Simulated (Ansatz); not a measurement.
Geometry optimisation, RKS PBE/6-31G* in Ansatz 0.2.0.

Input file:

```yaml
crystal:
  periodic: [false, false, false]
  atoms:
    - { symbol: Si, position_ang: [0.0, 0.0, 0.0] }
    - { symbol: "N", position_ang: [0.0, 0.0, 1.82] }
    - { symbol: H, position_ang: [-0.877, -0.2713, 2.35] }
    - { symbol: H, position_ang: [0.877, 0.2713, 2.35] }
    - { symbol: H, position_ang: [1.3768, 0.0, -0.4862] }
    - { symbol: "N", position_ang: [-0.8572, 1.4851, -0.6061] }
    - { symbol: H, position_ang: [-1.8773, 1.43, -0.8888] }
    - { symbol: H, position_ang: [-0.3367, 2.4058, -0.6766] }
    - { symbol: "N", position_ang: [-0.8572, -1.4851, -0.6061] }
    - { symbol: H, position_ang: [-1.3922, -2.1014, 0.0704] }
    - { symbol: H, position_ang: [-0.8219, -1.7344, -1.6357] }
basis:
  gaussian: { orbitals: "6-31G*" }
hamiltonian:
  xc: pbe
relax:
  f_tol: 0.02
  max_steps: 40
```

Launched with:

```bash
$ ansatz run input.yaml --threads 1 --pin off --max-ram 2048MiB --backend cpu --events-out ev --progress --plain --runs-dir out
```

Where does it end, and by what steps?

The run converged. After 9 steps the energy has fallen by 0.950 eV; H10 moved furthest, 0.62 Å.

| step | energy less start (eV) | largest force component (eV/Å) | accepted |
| --- | --- | --- | --- |
| 0 | 0.0000 | 2.622 | yes |
| 1 | -0.6032 | 1.034 | yes |
| 2 | -0.8206 | 0.530 | yes |
| 3 | -0.9033 | 0.653 | yes |
| 4 | -0.9443 | 0.145 | yes |
| 5 | -0.9476 | 0.123 | yes |
| 6 | -0.9493 | 0.054 | yes |
| 7 | -0.9493 | 0.092 | yes |
| 8 | -0.9495 | 0.041 | yes |
| 9 | -0.9496 | 0.006 | yes |

```xyz
11
Properties=species:S:1:pos:R:3
Si -0.057 -0.009 0.037
N -0.019 -0.196 1.773
H -0.900 -0.236 2.289
H 0.678 0.335 2.295
H 1.402 0.123 -0.315
N -0.782 1.334 -0.810
H -1.778 1.523 -0.684
H -0.255 2.206 -0.863
N -1.013 -1.363 -0.483
H -0.813 -2.275 -0.072
H -1.228 -1.443 -1.476
```

The run took 26 s on 1 thread of Arm Neoverse V2, with other jobs on the host, peak memory 0.12 GiB.
